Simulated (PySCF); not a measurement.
## Deuteron quadrupole couplings in `C=C[C@@H](C)CS(=O)(=O)Cl`

Compound: C5H9ClO2S.
Numbering: `[CH2:1]=[CH:2][C@@H:3]([CH3:4])[CH2:5][S:6](=[O:7])(=[O:8])[Cl:9]` (hydrogens: H10, H11 on C1; H12 on C2; H13 on C3; H14, H15, H16 on C4; H17, H18 on C5)

Cartesian coordinates in Å at the GFN2-xTB level; atoms count from 1:
```xyz
18
C5H9ClO2S angstrom
C     -2.5627   -0.2678    1.0809
C     -1.7281    0.1992    0.1730
C     -0.3029   -0.2577    0.0182
C     -0.0746   -0.8506   -1.3718
C      0.6409    0.9114    0.2486
S      2.3229    0.2589    0.1462
O      2.8592    0.3822   -1.1697
O      2.4313   -0.9925    0.8205
Cl     3.3287    1.6172    1.2929
H     -2.2630   -1.0165    1.7954
H     -3.5807    0.0749    1.1474
H     -2.0484    0.9493   -0.5375
H     -0.0803   -1.0208    0.7698
H     -0.7510   -1.6863   -1.5362
H      0.9483   -1.2062   -1.4641
H     -0.2545   -0.1049   -2.1439
H      0.5715    1.6742   -0.5209
H      0.5345    1.3423    1.2395
```

Level: PBE0/pcSseg-1 (PySCF, non-relativistic); Q(2H) = 0.00286 b; rigid geometry, the same for H and D, with no vibrational averaging.

Problem. Rank these positions by the coupling χzz of a deuteron there, largest first.
A. H11 (vinylic hydrogen)
B. H15 (methyl hydrogen)
C. H14 (methyl hydrogen)
D. H13 (methine hydrogen)
E. H12 (vinylic hydrogen)

Solution. A (227 kHz), E (218 kHz), C (210 kHz), B (206 kHz), D (194 kHz).

Problem. Tabulate Vzz, the asymmetry η and χzz = 234.96 MHz × Q × Vzz for every hydrogen position.

Solution. 
```tsv
atom	bonded to	bond length (Å)	Vzz (au)	η	χzz (kHz)
H10	C1	1.077	0.3345	0.05	225
H11	C1	1.076	0.3375	0.04	227
H12	C2	1.082	0.3242	0.06	218
H13	C3	1.094	0.2882	0.03	194
H14	C4	1.088	0.3131	0.02	210
H15	C4	1.087	0.3060	0.08	206
H16	C4	1.088	0.3120	0.04	210
H17	C5	1.086	0.3065	0.05	206
H18	C5	1.086	0.3050	0.06	205
```

Problem. How does χzz go with the bond length over the 9 C–H bonds?

Solution. A straight-line fit has a slope of -18.0 kHz for each 0.01 Å, with a correlation coefficient of -0.95, over lengths from 1.076 to 1.094 Å. The longer bonds have the smaller couplings here.

Problem. A static deuteron (I = 1) shows a doublet split by (3/2)χ, (3/4)χ(1 + η) and (3/4)χ(1 − η) with the field along z, y and x of the gradient. What are these for H13?

Solution. With |χ| = 193.7 kHz and η = 0.030: 291, 150 and 141 kHz, to first order and without motion.

One conformer (not necessarily the lowest) at the GFN2-xTB geometry, without solvent, vibrations or thermal averaging. GFN2-xTB bond lengths can be off by several hundredths of an ångström, more for odd bonds, and the gradients follow them. A larger basis could move these couplings by a tenth or more.

These values come from a run that also computed NMR shieldings. The run took 66 s wall on x86-64 server, one thread, no GPU, on a shared host.
